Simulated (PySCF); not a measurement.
# What builds the third ionisation energy along the 5d series

Calculated with PySCF 2.14 from differences of total energies of unrestricted determinants, without spin-orbit coupling. Each column adds one step, in eV (sums use unrounded values): valence MP2, valence CCSD, valence triples, then the next inner shell at CCSD(T) (Hf 5s 5p, Ir 5s 5p, Pt 5s 5p, Au 5s 5p, Hg 5s 5p). References (NIST) marked * lie between the lowest fine-structure levels; the others compare directly ((s) semi-empirical, (t) theoretical).

| element | UHF | + MP2 | + CCSD | + (T) | + inner shell | sum | reference |
| --- | --- | --- | --- | --- | --- | --- | --- |
| Hf [Xe] 4f14 5d2 → [Xe] 4f14 5d1 (ANO-RCC-VTZP, spin-free X2C) | 21.501 | 0.084 | 0.024 | 0.000 | 0.377 | 21.986 | 22.55 ± 0.04 (t) * |
| Ir [Xe] 4f14 5d7 → [Xe] 4f14 5d6 (ANO-RCC-VTZP, spin-free X2C) | 27.503 | 1.240 | -0.016 | 0.059 | 0.043 | 28.829 | 28 ± 1.6 (t) * |
| Au [Xe] 4f14 5d9 → [Xe] 4f14 5d8 (ANO-RCC-VTZP, spin-free X2C) | 30.943 | 1.695 | -0.191 | 0.084 | 0.001 | 32.532 | 30 ± 1.6 (t) * |
| Hg [Xe] 4f14 5d10 → [Xe] 4f14 5d9 (ANO-RCC-VTZP, spin-free X2C) | 33.509 | 1.759 | -0.283 | 0.077 | -0.081 | 34.981 | 34.49 ± 0.05 * |

Estimate the missing row, Pt [Xe] 4f14 5d8 → [Xe] 4f14 5d7 (ANO-RCC-VTZP, spin-free X2C).

The calculation gives UHF 29.166; + MP2 1.482; + CCSD -0.109; + (T) 0.071; + inner shell 0.024; sum 30.634. The reference value is 29 ± 1.6 (t) *.

What remains against the references is mostly basis incompleteness and, for starred values, spin-orbit coupling.

These are valence bases, so the inner-shell step is incomplete.
